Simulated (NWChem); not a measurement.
Species: CH3AlClFO; SMILES C[O][Al]([Cl])[F]

```xyz
8

Al     0.2685    -0.1150     0.0000
F      1.9182     0.0191     0.0000
Cl    -0.5723    -2.0129     0.0000
O     -0.7246     1.2268     0.0000
C     -0.7202     2.6172     0.0000
H     -1.2471     3.0025     0.8897
H      0.2995     3.0420     0.0000
H     -1.2471     3.0025    -0.8897
```
Atoms are numbered in this order, from 1.

Geometry: optimised at PBE0/def2-SVP.

 Unshifted, non-relativistic core excitations; the lowest 4 roots alone, so stronger bands may lie above.

Q: List the first Cl K-edge excitations from B3LYP/6-311G** (spherical d), restricted-window TDA (NWChem).

A: 
```json
[
 {"state": "S1", "energy (eV)": "2760.6", "dipole oscillator strength": "0.0016", "leading excitation (squared amplitude)": "1s of atom 3 or its equivalents → LUMO (0.98)"},
 {"state": "S2", "energy (eV)": "2761.7", "dipole oscillator strength": "0.0012", "leading excitation (squared amplitude)": "1s of atom 3 or its equivalents → LUMO+1 (0.99)"},
 {"state": "S3", "energy (eV)": "2763.4", "dipole oscillator strength": "0.0000", "leading excitation (squared amplitude)": "1s of atom 3 or its equivalents → LUMO+2 (0.93)"},
 {"state": "S4", "energy (eV)": "2763.7", "dipole oscillator strength": "0.0010", "leading excitation (squared amplitude)": "1s of atom 3 or its equivalents → LUMO+3 (0.91)"}
]
```
